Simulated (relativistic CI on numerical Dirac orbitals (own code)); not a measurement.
**Electric-dipole transitions in Ru XL**

Calculated at this level of theory: Dirac-Coulomb-Breit CI, KLI orbitals optimised for each configuration, a model potential for QED, unscaled Slater integrals (own radial code, finite nucleus).

CI space (outside the closed core 1s2): 2s²2p, 2s2p², 2p³, 2p²3s, 2p²3p, 2p²3d, 2s²3s, 2s²3p, 2s²3d, 2s2p3s, 2s2p3p, 2s2p3d, 2s²4s, 2s²4p, 2s²4d, 2s²4f. Levels of other configurations are missing.

```csv
λ vac (nm),Lower,Upper,A (s⁻¹),log gf,S velocity/length
0.35530,2s2p² ²D5/2 [8],2p²3p ⁴D°7/2 [111],4.78e+13,-0.14,0.99
0.35550,2s2p² ⁴P5/2 [5],2p²3p ²F°7/2 [85],4.36e+13,-0.18,0.99
0.35712,2s²2p ²P°1/2 [1],2s2p3p ²D3/2 [30],5.69e+13,-0.36,0.99
0.35820,2s²2p ²P°3/2 [3],2s2p3p ²D5/2 [49],5.19e+13,-0.22,0.98
0.36295,2s²2p ²P°3/2 [3],2s2p3p ²D5/2 [44],4.10e+13,-0.31,0.99
0.36409,2s2p² ⁴P3/2 [4],2s2p3d ⁴P°1/2 [59],1.91e+14,-0.12,0.98
0.36421,2s2p² ⁴P3/2 [4],2s2p3d ⁴P°3/2 [57],1.43e+14,0.06,0.99
0.36433,2s²2p ²P°1/2 [1],2s²3d ²D3/2 [23],1.91e+14,0.18,0.99
0.36446,2s2p² ⁴P3/2 [4],2s2p3d ⁴D°5/2 [54],7.91e+13,-0.02,1.00
0.36565,2s2p² ²D3/2 [6],2s2p3d ²F°5/2 [73],2.04e+14,0.39,1.00
0.36621,2s2p² ⁴P1/2 [2],2s2p3d ⁴D°3/2 [35],1.83e+14,0.17,0.99
0.36624,2s2p² ⁴P1/2 [2],2s2p3d ⁴D°1/2 [34],2.77e+14,0.05,0.99
0.36696,2s2p² ⁴P5/2 [5],2s2p3d ⁴D°7/2 [55],1.58e+14,0.41,1.00
0.36718,2s2p² ⁴P5/2 [5],2s2p3d ⁴D°5/2 [54],1.13e+14,0.14,0.99
0.36747,2p³ ⁴S°3/2 [12],2p²3d ²D5/2 [115],7.63e+13,-0.03,1.00
0.36753,2p³ ²P°1/2 [14],2p²3d ²D3/2 [124],1.53e+14,0.09,1.00
0.36754,2p³ ⁴S°3/2 [12],2p²3d ²D3/2 [114],1.30e+14,0.02,0.98
0.36868,2p³ ²P°3/2 [9],2p²3d ⁴P1/2 [99],2.13e+14,-0.06,0.98
0.36885,2p³ ²D°5/2 [13],2p²3d ²F7/2 [119],1.81e+14,0.47,1.00
0.36894,2p³ ²P°3/2 [9],2p²3d ⁴P3/2 [98],1.63e+14,0.12,0.99
0.36906,2p³ ²P°3/2 [9],2p²3d ⁴D5/2 [97],7.67e+13,-0.03,1.00
0.36931,2p³ ²D°5/2 [13],2p²3d ²D5/2 [115],9.22e+13,0.05,0.98
0.37016,2p³ ²P°3/2 [9],2p²3d ⁴P5/2 [94],1.06e+14,0.12,0.99
0.37573,2s2p² ²D5/2 [8],2s2p3d ²F°7/2 [76],7.40e+13,0.10,0.99
0.37917,2s²2p ²P°3/2 [3],2s²3d ²D5/2 [24],1.84e+14,0.38,1.00
0.37930,2s2p² ⁴P3/2 [4],2s2p3d ⁴P°5/2 [33],1.28e+14,0.22,0.99
0.37987,2s2p² ²D5/2 [8],2s2p3d ²F°7/2 [66],2.43e+14,0.62,1.00
0.38017,2s2p² ⁴P3/2 [4],2s2p3d ⁴F°5/2 [32],4.08e+13,-0.28,0.99
0.38075,2s2p² ⁴P5/2 [5],2s2p3d ⁴F°7/2 [36],1.52e+14,0.42,1.00
0.38101,2s2p² ²S1/2 [10],2s2p3d ²P°3/2 [80],1.08e+14,-0.03,0.98
0.38116,2s2p² ²D5/2 [8],2s2p3d ²D°5/2 [61],1.26e+14,0.22,0.99
0.38125,2p³ ²P°3/2 [15],2p²3d ²D5/2 [125],1.62e+14,0.33,1.00
0.38154,2s2p² ²P3/2 [11],2s2p3d ²D°5/2 [79],2.49e+14,0.51,1.00
0.38208,2p³ ⁴S°3/2 [12],2p²3d ²D5/2 [100],1.84e+14,0.38,0.99
0.38343,2p³ ²D°5/2 [13],2p²3d ²F7/2 [101],2.49e+14,0.64,1.00
0.38422,2p³ ²P°3/2 [15],2p²3d ²D5/2 [123],2.10e+14,0.44,1.00
0.38423,2s2p² ²D3/2 [6],2s2p3d ²F°5/2 [39],1.27e+14,0.23,1.01
0.38457,2p³ ²P°3/2 [9],2p²3d ²D5/2 [64],1.47e+14,0.29,0.99
0.38462,2p³ ²P°3/2 [15],2p²3d ²P3/2 [122],1.90e+14,0.23,0.97
0.38490,2s2p² ²P1/2 [7],2s2p3d ²D°3/2 [38],1.26e+14,0.05,1.00
0.38508,2p³ ²D°5/2 [13],2p²3d ⁴D5/2 [97],7.49e+13,0.00,0.99
0.38688,2p³ ²P°1/2 [14],2p²3d ²D3/2 [102],1.51e+14,0.13,0.99
1.0936,2s²3p ²P°3/2 [18],2s²4d ²D5/2 [130],1.44e+13,0.19,0.98
1.1241,2s²3d ²D3/2 [23],2s²4f ²F°5/2 [131],3.26e+13,0.57,0.97
1.1351,2s²3d ²D5/2 [24],2s²4f ²F°7/2 [132],3.64e+13,0.75,0.97
```

Terms are leading LS components. Brackets give the number of a level in order of energy, since labels repeat. The list gives strong lines, with weight on those to low levels. Levels whose partners in the same complex of configurations lie outside the list can be far off, and so can their lines. Rates are taken at the computed energies, electric ones in the length gauge. A velocity-to-length ratio far from 1 marks an uncertain rate.

At this charge energies of transitions that change n are usually good to better than 1 %, and those within a shell (Δn = 0) to a few per cent.

LS names give the leading component of a level, which can be under half, so a name can repeat, a term be missing and a line seem to break the LS rules.
